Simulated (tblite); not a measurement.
Compound: C4H6GeO3.
Numbering: `[O:1]=[C:2]1[O:3][CH:4]=[CH:5][C@H:6]1[O:7][GeH3:8]` (hydrogens: H9 on C4; H10 on C5; H11 on C6; H12, H13, H14 on Ge8)

Computed with GFN2-xTB (tblite), gas phase: L-BFGS steps from a force-field or distance-geometry start until the largest atomic force falls under 0.01 eV/Å.

Step 37: E = -700.4752 eV
```
atom  x, y, z in Å  |  force x, y, z in eV/Å
O1     -0.9327    2.3189   -0.0767    0.034   0.024  -0.034
C2     -1.1838    1.1609    0.0496    0.052  -0.006   0.088
O3     -2.4349    0.6479    0.0101    0.021   0.020  -0.031
C4     -2.3605   -0.7174    0.1659   -0.046   0.029   0.026
C5     -1.1288   -1.1672    0.3502    0.031  -0.008   0.015
C6     -0.1977    0.0085    0.3234    0.056   0.001  -0.027
O7      0.7829   -0.0944   -0.6672    0.068  -0.006  -0.018
Ge8     2.5048    0.2326   -0.5297    0.033   0.021   0.075
H9     -3.3089   -1.2163    0.1260   -0.024  -0.074  -0.012
H10    -0.7878   -2.1744    0.4685   -0.077  -0.040  -0.001
H11     0.2370    0.1779    1.3219    0.003   0.006  -0.022
H12     3.1138   -0.7298    0.4636   -0.065   0.057   0.048
H13     2.7678    1.6513   -0.1171   -0.048  -0.036   0.003
H14     2.9281   -0.0989   -1.9107   -0.039   0.013  -0.110
```

Step 38: E = -700.4774 eV
```
atom  x, y, z in Å  |  force x, y, z in eV/Å
O1     -0.9192    2.3137   -0.0684    0.051   0.058  -0.039
C2     -1.1757    1.1566    0.0531    0.020   0.009   0.065
O3     -2.4292    0.6498   -0.0099    0.061   0.029  -0.006
C4     -2.3626   -0.7138    0.1562    0.015   0.002   0.006
C5     -1.1350   -1.1678    0.3622   -0.030  -0.012   0.014
C6     -0.1968    0.0017    0.3389    0.046  -0.008  -0.048
O7      0.7843   -0.1122   -0.6517    0.117   0.009   0.005
Ge8     2.5090    0.2342   -0.5349   -0.042   0.031   0.102
H9     -3.3106   -1.2108    0.0983   -0.042  -0.081   0.001
H10    -0.8049   -2.1767    0.4911   -0.059  -0.055   0.001
H11     0.2357    0.1739    1.3372    0.016   0.002  -0.022
H12     3.1394   -0.7213    0.4562   -0.076   0.080   0.006
H13     2.7549    1.6589   -0.1241   -0.044  -0.066  -0.004
H14     2.9102   -0.0866   -1.9262   -0.034   0.003  -0.082
```

Step 39: E = -700.4795 eV
```
atom  x, y, z in Å  |  force x, y, z in eV/Å
O1     -0.9111    2.3120   -0.0564    0.089   0.134  -0.041
C2     -1.1673    1.1546    0.0577    0.018   0.020   0.004
O3     -2.4195    0.6511   -0.0193   -0.028   0.052   0.018
C4     -2.3576   -0.7102    0.1547   -0.086   0.023  -0.058
C5     -1.1347   -1.1656    0.3676    0.086  -0.088   0.046
C6     -0.1920   -0.0009    0.3410    0.077  -0.047  -0.027
O7      0.7843   -0.1239   -0.6542    0.097   0.022   0.014
Ge8     2.5083    0.2310   -0.5390   -0.125   0.120   0.100
H9     -3.3011   -1.2112    0.0854   -0.106  -0.079   0.013
H10    -0.8185   -2.1772    0.5020   -0.007  -0.081   0.008
H11     0.2438    0.1742    1.3368    0.039  -0.011  -0.010
H12     3.1278   -0.7125    0.4609   -0.021   0.026   0.035
H13     2.7316    1.6597   -0.1280   -0.023  -0.073  -0.009
H14     2.9055   -0.0814   -1.9312   -0.010  -0.018  -0.094
```

Step 40: E = -700.4818 eV
```
atom  x, y, z in Å  |  force x, y, z in eV/Å
O1     -0.8972    2.3111   -0.0474    0.080   0.062  -0.027
C2     -1.1586    1.1537    0.0622   -0.008   0.037  -0.040
O3     -2.4126    0.6543   -0.0368    0.024   0.030   0.044
C4     -2.3592   -0.7071    0.1446    0.009  -0.021  -0.052
C5     -1.1393   -1.1664    0.3788   -0.025  -0.053   0.015
C6     -0.1892   -0.0067    0.3530    0.022  -0.046  -0.023
O7      0.7853   -0.1394   -0.6436    0.080   0.026   0.032
Ge8     2.5061    0.2339   -0.5418   -0.106   0.080   0.045
H9     -3.3023   -1.2104    0.0607   -0.055  -0.027   0.025
H10    -0.8332   -2.1804    0.5238   -0.002  -0.055   0.003
H11     0.2469    0.1693    1.3478    0.048  -0.012  -0.007
H12     3.1457   -0.7037    0.4540   -0.032   0.042   0.013
H13     2.7148    1.6642   -0.1348   -0.015  -0.051   0.000
H14     2.8922   -0.0728   -1.9427   -0.020  -0.012  -0.028
```

**Question.** Estimate the geometry and energy of step 41. (The exact step hangs on the optimiser's Hessian estimate; all steps are aligned on step 40, rigid shifts and turns removed.)

**Answer.** E = -700.4835 eV, largest force 0.072 eV/Å
```
atom  x, y, z in Å  |  force x, y, z in eV/Å
O1     -0.8885    2.3135   -0.0406    0.066  -0.023  -0.018
C2     -1.1523    1.1555    0.0647    0.003   0.029  -0.053
O3     -2.4061    0.6570   -0.0437    0.006   0.005   0.044
C4     -2.3579   -0.7055    0.1391    0.036  -0.023  -0.039
C5     -1.1402   -1.1670    0.3843   -0.044  -0.025  -0.011
C6     -0.1857   -0.0096    0.3561   -0.024  -0.033   0.004
O7      0.7859   -0.1465   -0.6427    0.012   0.009   0.026
Ge8     2.4995    0.2360   -0.5424   -0.025   0.029  -0.031
H9     -3.3001   -1.2132    0.0498   -0.017   0.031   0.029
H10    -0.8415   -2.1830    0.5350    0.009  -0.031  -0.004
H11     0.2540    0.1664    1.3492    0.043  -0.015  -0.006
H12     3.1445   -0.6974    0.4535   -0.027   0.039   0.014
H13     2.6995    1.6639   -0.1380   -0.004   0.006   0.015
H14     2.8883   -0.0706   -1.9465   -0.032  -0.001   0.029
```

The energy changes by -0.0017 eV. The first-order estimate −F·Δx gives -0.0027 eV and the mean of the old and new forces, exact on a quadratic surface, -0.0017 eV. The step makes an angle of 73° with the force vector and moves no atom by more than 0.016 Å.

What follows is the cost of the whole relaxation. Time: 0.65 s of wall time. Hardware: an Arm Neoverse V2 with one thread (shared host).
